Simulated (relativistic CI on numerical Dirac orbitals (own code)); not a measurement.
# Rh4+ (4d5) in a crystal field

Calculated by Dirac-Coulomb-Breit CI, orbitals from a KLI potential per configuration, QED by a radiative potential, valence Slater integrals scaled by 0.7, one configuration in a parametric crystal field (own radial code).

Field parameters in Wybourne normalisation: Oh B⁴₀ = 21Dq, B⁴₄ = √(5/14) B⁴₀. The field is a parameter set, without covalency.

S and J are read from ⟨S²⟩ = S(S + 1) and ⟨J²⟩ = J(J + 1) of each level; they are not fictitious spins.

Oh, 10Dq = 7250 cm⁻¹, the lowest 10 levels:

| E (cm⁻¹) | Degeneracy | Irrep | S | J |
| --- | --- | --- | --- | --- |
| 0.0 | 2 | Γ7 | 2.48 | 2.51 |
| 2.4 | 4 | Γ8 | 2.48 | 2.51 |
| 14549 | 2 | Γ7 | 1.33 | 3.76 |
| 15575 | 4 | Γ8 | 1.48 | 3.93 |
| 15845 | 4 | Γ8 | 1.48 | 3.54 |
| 16323 | 2 | Γ6 | 1.49 | 3.23 |
| 18300 | 2 | Γ7 | 1.40 | 3.28 |
| 18678 | 4 | Γ8 | 1.42 | 3.85 |
| 19430 | 2 | Γ6 | 1.48 | 4.93 |
| 19564 | 4 | Γ8 | 1.48 | 4.55 |

Principal g values of the ground doublet: 3.32, 3.32, 3.32.

Oh, 10Dq = 13050 cm⁻¹, the lowest 16 levels:

| E (cm⁻¹) | Degeneracy | Irrep | S | J |
| --- | --- | --- | --- | --- |
| 0.0 | 2 | Γ7 | 2.45 | 2.54 |
| 21.3 | 4 | Γ8 | 2.46 | 2.53 |
| 6942 | 2 | Γ7 | 0.93 | 4.20 |
| 9422 | 4 | Γ8 | 1.17 | 4.03 |
| 10575 | 4 | Γ8 | 1.50 | 3.62 |
| 11077 | 2 | Γ6 | 1.50 | 3.15 |
| 12081 | 4 | Γ8 | 1.13 | 4.23 |
| 12247 | 2 | Γ7 | 1.31 | 4.13 |
| 15142 | 2 | Γ6 | 1.49 | 4.23 |
| 15142 | 2 | Γ7 | 1.43 | 3.26 |
| 15246 | 4 | Γ8 | 1.48 | 3.95 |
| 15483 | 4 | Γ8 | 1.40 | 3.76 |
| 19035 | 4 | Γ8 | 0.91 | 4.91 |
| 19987 | 2 | Γ7 | 1.01 | 4.87 |
| 20430 | 2 | Γ6 | 1.08 | 4.61 |
| 20645 | 2 | Γ7 | 0.92 | 4.66 |

Principal g values of the ground doublet: 3.29, 3.29, 3.29.

Oh, 10Dq = 18850 cm⁻¹, the lowest 10 levels:

```tsv
E (cm⁻¹)	Degeneracy	Irrep	S	J
0.0	2	Γ7	0.78	4.38
2544	4	Γ8	1.70	3.57
3298	2	Γ7	2.33	2.80
3567	4	Γ8	1.67	3.66
8495	4	Γ8	1.52	3.54
8905	2	Γ6	1.50	3.14
9151	4	Γ8	1.59	3.80
9599	2	Γ7	1.58	3.81
13250	2	Γ6	1.49	3.99
13365	4	Γ8	1.49	3.75
```

Principal g values of the ground doublet: 2.38, 2.38, 2.38.

The free-ion ground term has S = 5/2. The field overcomes the spin-pairing energy for Oh, 10Dq = 18850 cm⁻¹, where the ground state has lower spin; these fields are assumed values.

Levels of this model without a field, named by their leading LS term (the scale mimics covalency, so terms lie below those of the real free ion): 6S_5/2 0, 4G_5/2 20553, 4G_7/2 21036, 4G_11/2 21164, 4G_9/2 21301, 4P_5/2 22771, 4P_3/2 23418, 4P_1/2 24306 cm⁻¹.
